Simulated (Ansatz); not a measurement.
Cu2F2 (the lowest singlet isomer of a short search) was relaxed with PBE-D4 (def2-SVP) in Ansatz in these states: neutral quintet, neutral singlet, neutral triplet. The geometries follow in no particular order.

A:

Cartesian coordinates in Å:
```
Cu 0.4425 -0.0801 -0.4273
Cu -1.2199 0.1594 1.2326
F 1.5939 -1.3848 -0.5654
F -0.8164 1.3055 -0.2400
```

B:

```csv
atom,x (Å),y (Å),z (Å)
Cu1,-0.5741,0.7508,1.1567
Cu2,0.5746,-0.7432,-1.1613
F3,-1.1532,-0.2061,-0.4387
F4,1.1527,0.1985,0.4433
```

C:

Cartesian coordinates in Å:
```
Cu 0.467 0.367 0.109
Cu -1.456 -1.181 -0.121
F 1.457 0.948 1.434
F -0.468 -0.134 -1.422
```

Q: Judge from the bond lengths which geometry belongs to which state (an estimate).

A: A is the neutral singlet (Cu1–Cu2 2.361 Å, Cu1–F3 1.746 Å, Cu1–F4 1.881 Å); B is the neutral quintet (Cu1–Cu2 2.987 Å, Cu1–F3 1.948 Å, Cu1–F4 1.948 Å); C is the neutral triplet (Cu1–Cu2 2.479 Å, Cu1–F3 1.753 Å, Cu1–F4 1.862 Å).

At PBE0-D4/def2-TZVP a singlet lies 3.86 eV below the neutral quintet. At PBE0-D4/def2-TZVP a singlet lies 1.49 eV below the neutral triplet. These are the stationary points nearest to one start from a short search; other shapes may lie lower in each state.
